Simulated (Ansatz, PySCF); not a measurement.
C₃H₆F₂Si, SMILES [C@@H]1([C@@H](C1[SiH3])F)F. Atoms are numbered in the order given.

```xyz
12

F     -1.7482     1.6154    -0.4875
C     -0.8311     0.8367     0.1498
C     -1.0103    -0.6333     0.1047
F     -0.6827    -1.3638     1.2126
C      0.1091    -0.0048    -0.6882
Si     1.9107    -0.2251    -0.1902
H     -0.4595     1.2924     1.0749
H     -1.8761    -1.0406    -0.4279
H     -0.0851     0.0385    -1.7665
H      2.0725     0.0803     1.2581
H      2.3572    -1.6210    -0.4579
H      2.7500     0.7158    -0.9860
```

Geometry optimised at B3LYP-D3(BJ)/def2-SVP. The structure was generated by enumeration; whether it is a known compound was not checked.

Two levels are set side by side: PBE-D3(BJ)/def2-SVP (Ansatz, a quantum-chemistry and plane-wave program) and B3LYP-D3(BJ)/def2-SVP (Ansatz). Each level has its own optimised geometry; the coordinates shown are those of the second. Frequencies come from the Hessian of PySCF at each geometry. Differences are taken from unrounded values.

```json
[
 {"quantity": "mean bond length (Å)", "B3LYP-D3(BJ)": "1.406"},
 {"quantity": "bond F1–C2 (Å)", "B3LYP-D3(BJ)": "1.362"},
 {"quantity": "bond C2–C3 (Å)", "B3LYP-D3(BJ)": "1.482"},
 {"quantity": "bond C2–C5 (Å)", "B3LYP-D3(BJ)": "1.515"},
 {"quantity": "bond C3–F4 (Å)", "B3LYP-D3(BJ)": "1.367"},
 {"quantity": "bond C3–C5 (Å)", "B3LYP-D3(BJ)": "1.509"},
 {"quantity": "bond C5–Si6 (Å)", "B3LYP-D3(BJ)": "1.882"},
 {"quantity": "bond C2–H7 (Å)", "B3LYP-D3(BJ)": "1.096"},
 {"quantity": "bond C3–H8 (Å)", "B3LYP-D3(BJ)": "1.095"},
 {"quantity": "bond C5–H9 (Å)", "B3LYP-D3(BJ)": "1.097"},
 {"quantity": "bond Si6–H10 (Å)", "B3LYP-D3(BJ)": "1.489"},
 {"quantity": "bond Si6–H11 (Å)", "B3LYP-D3(BJ)": "1.490"},
 {"quantity": "bond Si6–H12 (Å)", "B3LYP-D3(BJ)": "1.491"},
 {"quantity": "highest harmonic wavenumber (cm⁻¹)", "B3LYP-D3(BJ)": "3168"},
 {"quantity": "mean harmonic wavenumber (cm⁻¹)", "B3LYP-D3(BJ)": "1183"},
 {"quantity": "zero-point energy (kcal/mol)", "B3LYP-D3(BJ)": "50.73"}
]
```

What does PBE-D3(BJ) give, and how far is it from B3LYP-D3(BJ)? (The exact figures need the calculation; the answer reports its results.)


```csv
quantity,PBE-D3(BJ),PBE-D3(BJ) minus B3LYP-D3(BJ)
mean bond length (Å),1.414,0.008
bond F1–C2 (Å),1.367,0.005
bond C2–C3 (Å),1.489,0.008
bond C2–C5 (Å),1.520,0.006
bond C3–F4 (Å),1.373,0.006
bond C3–C5 (Å),1.514,0.005
bond C5–Si6 (Å),1.886,0.004
bond C2–H7 (Å),1.105,0.009
bond C3–H8 (Å),1.104,0.009
bond C5–H9 (Å),1.104,0.008
bond Si6–H10 (Å),1.502,0.013
bond Si6–H11 (Å),1.503,0.013
bond Si6–H12 (Å),1.504,0.013
highest harmonic wavenumber (cm⁻¹),3092,-76
mean harmonic wavenumber (cm⁻¹),1147,-36
zero-point energy (kcal/mol),49.18,-1.55
```

GGA bonds tend to be longer and softer than those of functionals with exact exchange. Differences between two approximate levels are no errors against the true value.
